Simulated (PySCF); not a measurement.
# Core-level binding energies of ZnMe(tBu)

Compound: ZnMe(tBu), C₅H₁₂Zn (singlet state).
Cartesian coordinates in Å at the PBE0-D3(BJ)/def2-SVP level; atoms count from 1:
```xyz
18
C5H12Zn angstrom
Zn     0.0053   -0.0030    1.3472
C      0.0017   -0.0279    3.2984
H     -1.0225    0.0673    3.6957
H      0.5945    0.8042    3.7129
H      0.4240   -0.9661    3.6938
C     -0.0010    0.0111   -0.6327
C      1.4142   -0.2423   -1.1499
C     -0.4946    1.3661   -1.1372
C     -0.9325   -1.0911   -1.1366
H      1.4299   -0.2521   -2.2591
H      2.1246    0.5377   -0.8283
H      1.8160   -1.2141   -0.8173
H      0.1486    2.1980   -0.8051
H     -1.5226    1.5887   -0.8047
H     -0.5029    1.3918   -2.2461
H     -1.9726   -0.9495   -0.7983
H     -0.6115   -2.0942   -0.8093
H     -0.9550   -1.1080   -2.2456
```

Computed with delta-SCF UKS SCAN, pcX-2 on the ionised atom (unc-x2c-TZVPall on a metal), pcseg-1 elsewhere, spin-free X2C in PySCF 2.14.0. Vertical ΔSCF values, vacuum level as zero.

**Question.** Give the core binding energies atom by atom.

**Answer.** 
| atom(s) | bonded to | level | binding energy (eV) | above the level's lowest (eV) | count |
| --- | --- | --- | --- | --- | --- |
| C7/C8/C9 | C and 3 H | C 1s | 290.17 | +0.82 | 3 |
| C6 | 3 C and Zn | C 1s | 289.45 | +0.10 | 1 |
| C2 | 3 H and Zn | C 1s | 289.35 | 0.00 | 1 |

The listed C 1s values span 0.82 eV, from C2 (bonded to 3 H and Zn) to C7/C8/C9 (bonded to C and 3 H).

**Question.** What is the longest wavelength that can ionise C 1s of C6 vertically?

**Answer.** λ = hc/E = 12398.42 eV Å / 289.45 eV = 42.834 Å.

**Question.** Give the binding energy of C 1s of C6 in hartree and in kJ/mol.

**Answer.** 289.45 eV = 10.6371 Eh = 27928 kJ/mol.

Atoms equivalent by their bonding share one computed value, that of the first of them. Not every level is listed. No level of zinc is listed. Isolated species at its PBE0-D3(BJ)/def2-SVP geometry, gas phase. Metal 2p energies of this one-determinant scheme are less reliable than its 1s energies.
